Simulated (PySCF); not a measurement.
Geometries of 2 isomers of C2H5NOSi, from PySCF 2.14.0, PBE0-D3(BJ)/def2-SVP geometry optimisation, gas phase. One conformer each, no zero-point energy, no frequencies.

Task: Which isomer lies lower at this level?
A.
```xyz
10
angstrom
Si     1.161   -0.087    0.294
O     -0.178    0.751    0.857
C     -1.432    0.261    1.117
C     -2.110   -0.666    0.250
N     -1.626   -1.206    1.283
H      2.191    0.959    0.063
H      1.652   -1.087    1.285
H      0.847   -0.788   -0.990
H     -1.974    0.924    1.802
H     -2.639   -0.975   -0.657
```
B.
```xyz
10
angstrom
C      2.295    0.938   -0.380
C      1.192    0.542   -0.053
Si    -0.496   -0.011    0.447
N     -0.797   -1.614   -0.053
O     -1.541    1.086   -0.245
H      3.275    1.280   -0.665
H     -0.604   -0.015    1.930
H     -0.815   -1.895   -1.026
H     -1.322   -2.245    0.540
H     -1.138    1.916   -0.519
```

Result: B. That is `C#C[Si@H](N)O`, 42.3 kcal/mol below the other.

```json
{"SMILES": "C#C[Si@H](N)O", "atoms numbered as above": "[CH:1]#[C:2][Si@H:3]([NH2:4])[OH:5]", "E (Eh)": "-498.09297", "relative (kcal/mol)": "0.0", "relative (kJ/mol)": "0.0", "dipole (D)": "1.01"}
{"SMILES": "[SiH3]O[C@H]1C=N1", "atoms numbered as above": "[SiH3:1][O:2][C@H:3]1[CH:4]=[N:5]1", "E (Eh)": "-498.02561", "relative (kcal/mol)": "42.3", "relative (kJ/mol)": "176.9", "dipole (D)": "1.79"}
```

As drawn, the lower has a C≡C bond, an O–H bond and an N–H bond, which the higher lacks; the higher has a three-membered ring and a C=N bond, which the lower lacks.
